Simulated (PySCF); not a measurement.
Assigning NMR signals

Atoms are numbered as in `[NH2:1][CH2:2][c:3]1[cH:4][cH:5][cH:6][cH:7][c:8]1[F:9]`. Hydrogens are named by the atom that carries them.

[PySCF: J couplings at B3LYP/pcJ-1 (spin–dipole term only in couplings to heteroatoms); shieldings: GIAO PBE0/pcSseg-1; PBE0-D3(BJ)/def2-SVP structure; gas phase; one computed conformer; fast rotation and ring inversion assumed for equivalent nuclei; non-relativistic]

Chemical shifts δ = σref − σ; $^{13}$C (σ = 184.41 ppm), $^{1}$H (σ = 31.27 ppm) vs TMS, all at this level.

Task: Assign these signals to the numbered atoms. $^{13}$C{$^{1}$H} NMR (computed): δ 167.3 (C, d, J = 310.2 Hz), 137.8 (C, d, J = 13.1 Hz), 132.9 (CH, d, J = 5.0 Hz), 128.9 (CH, d, J = 2.9 Hz), 128.6 (CH), 119.8 (CH, d, J = 18.2 Hz), 42.6 (CH2, d, J = 6.2 Hz).

Result: 
167.3 → C8, aromatic carbon bearing fluorine: the electronegative substituent deshields the carbon that carries it
137.8 → C3, substituted aromatic carbon
132.9 → C6, aromatic CH: the aromatic region
128.9 → C4, aromatic CH
128.6 → C5, aromatic CH
119.8 → C7, aromatic CH
42.6 → C2, sp3 CH2 bonded to N, on an aromatic ring: the inductive effect lowers its shielding

C4 and C5 lie closer than the usual error of such a calculation, so a measured spectrum could show them in the other order.

Task: Assign these signals to the numbered atoms. $^{1}$H NMR (300 MHz, computed): δ 7.35 (m, 1H), 7.30 (m, 1H), 7.26 (m, 1H), 7.08 (m, 1H), 3.95 (dt, J = 2.3, 1.3 Hz, 2H), 0.46 (br s, 2H).

Result: 
7.35 → H(C6), hydrogen on an aromatic CH: the ring current deshields protons in the ring plane
7.30 → H(C5), hydrogen on an aromatic CH
7.26 → H(C4), hydrogen on an aromatic CH
7.08 → H(C7), hydrogen on an aromatic CH
3.95 → H(C2), hydrogen on an sp3 CH2 bonded to N, on an aromatic ring: its carbon carries N, an electronegative neighbour
0.46 → H(N1), hydrogen on an amine nitrogen: exchangeable, gas-phase position

H(C6) and H(C5); H(C5) and H(C4) lie closer than the usual error of such a calculation, so a measured spectrum could show them in the other order.

OH and NH positions are those of a molecule without intermolecular hydrogen bonds; in solution they move with solvent, concentration and temperature, and exchange usually removes their couplings. C–F couplings over four or more bonds (about 3 Hz to the para carbon of a fluoroarene) are left out. Common functionals overestimate the size of one-bond C–F couplings by tens of Hz; these are unscaled. Multiplet labels drop couplings under 1 Hz and merge nearly equal ones. Unscaled 3J(H,H) at this level run about 10 % above measured values. Shifts are as computed. Against solution values, carbons near 30 ppm lie about +2 ppm off and those near 130 ppm about +5 ppm. Of 1211 compounds with measured shifts, 218 miss one by over three times the rms of a fit or turn the order of signals round; such compounds aren't used in these exercises. Couplings to exchangeable protons are dropped.
